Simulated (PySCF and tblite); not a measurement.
Values are calculated unless marked as measured or tabulated.
System: C₅H₇NS, numbered as in [N:1]#[C:2][C@@H:3]1[CH2:4][CH2:5][S:6][CH2:7]1.

For the inversion of the 5-membered ring (3–4–5–6–7): electronic barrier 1.80 kcal/mol, zero-point change -0.03 kcal/mol, thermal and entropy terms at 200 K a further 0.27 kcal/mol (symmetry numbers apart). The minimum is C1, the saddle C1. The path came from a restrained scan, a climbing-image band and a saddle search at GFN2-xTB; energies are PBE/pcSseg-1 + D3(BJ)//GFN2-xTB, thermal terms GFN2-xTB. Rate constants are transition-state-theory values, counting equivalent paths, without tunnelling. (PySCF 2.14 with density fitting, tblite 0.8.)

**Question.** How many equivalent paths lead out of the minimum?

**Answer.** 1: the symmetry number of the minimum is 1, that of the saddle displaced along its mode 1.

**Question.** Work out the rate at 200 K.

**Answer.** ΔG‡ = 2.04 kcal/mol; k_B T/h = 4.2×10¹² s⁻¹; exp(−ΔG‡/RT) = 0.0059; times 1 gives k = 2.5×10¹⁰ s⁻¹. Wigner's tunnelling factor for the 43i cm⁻¹ mode would be 1.00.

The barrier is low, and the GFN2-xTB saddle may lie off the DFT one, so take it as rough.
